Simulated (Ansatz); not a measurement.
SnH(OtBu)3 (C12H28O3Sn). Charge 0, multiplicity 1. Geometry PBE-D4/def2-SVP.

```xyz
44

Sn    0.353   -0.081   -1.213
H     0.814   -0.203   -2.877
O    -1.190   -1.319   -0.813
C    -2.558   -0.865   -0.730
C    -2.902    0.023   -1.937
C    -3.396   -2.151   -0.747
C    -2.766   -0.090    0.581
H    -3.971    0.318   -1.930
H    -2.305    0.960   -1.913
H    -2.701   -0.516   -2.885
H    -3.217   -2.713   -1.685
H    -4.478   -1.922   -0.671
H    -3.112   -2.801    0.104
H    -2.134    0.820    0.584
H    -2.488   -0.721    1.449
H    -3.824    0.221    0.702
O    -0.211    1.807   -0.786
C     0.609    2.725   -0.031
C     2.030    2.773   -0.613
C    -0.088    4.083   -0.187
C     0.649    2.295    1.444
H     2.655    3.530   -0.096
H     2.534    1.790   -0.489
H     1.998    3.033   -1.691
H    -0.137    4.368   -1.256
H     0.456    4.875    0.368
H    -1.123    4.028    0.203
H     1.133    1.301    1.534
H    -0.379    2.230    1.855
H     1.224    3.017    2.059
O     1.892   -0.584   -0.011
C     1.988   -1.865    0.650
C     1.740   -3.003   -0.353
C     3.424   -1.917    1.185
C     0.970   -1.934    1.799
H     1.887   -3.997    0.117
H     0.695   -2.970   -0.729
H     2.440   -2.923   -1.210
H     4.148   -1.840    0.350
H     3.611   -2.864    1.731
H     3.604   -1.071    1.877
H    -0.060   -1.865    1.395
H     1.132   -1.097    2.508
H     1.060   -2.886    2.360
```

In the def2 sets Sn takes a core potential; there is no spin–orbit coupling. Single mean-field runs in def2-TZVP are fitted with def2-universal-jkfit.

**Question.** Estimate the orbital energies around the gap (eV) in Ansatz with PBE-D4/def2-SVP, PBE-D4/def2-TZVP, r2SCAN-D4/def2-TZVP, PBE0-D4/def2-SVP, ωB97X-V/def2-TZVP.

**Answer.** 
```tsv
orbital	PBE-D4/def2-SVP	PBE-D4/def2-TZVP	r2SCAN-D4/def2-TZVP	PBE0-D4/def2-SVP	ωB97X-V/def2-TZVP
HOMO−5	-7.01	-7.13	-7.40	-8.48	-11.00
HOMO−4	-6.57	-6.69	-6.96	-8.06	-10.55
HOMO−3	-6.56	-6.68	-6.95	-8.04	-10.53
HOMO−2	-5.90	-6.05	-6.35	-7.49	-10.02
HOMO−1	-5.90	-6.04	-6.34	-7.48	-10.01
HOMO	-5.89	-6.03	-6.33	-7.44	-9.93
LUMO	-1.80	-1.96	-1.72	-0.84	1.14
LUMO+1	-0.09	-0.39	-0.05	0.76	2.26
LUMO+2	-0.08	-0.38	-0.04	0.78	2.28
LUMO+3	0.74	0.15	0.79	1.60	2.59
LUMO+4	1.39	0.86	1.53	2.28	3.43
LUMO+5	1.39	0.86	1.53	2.28	3.50
```
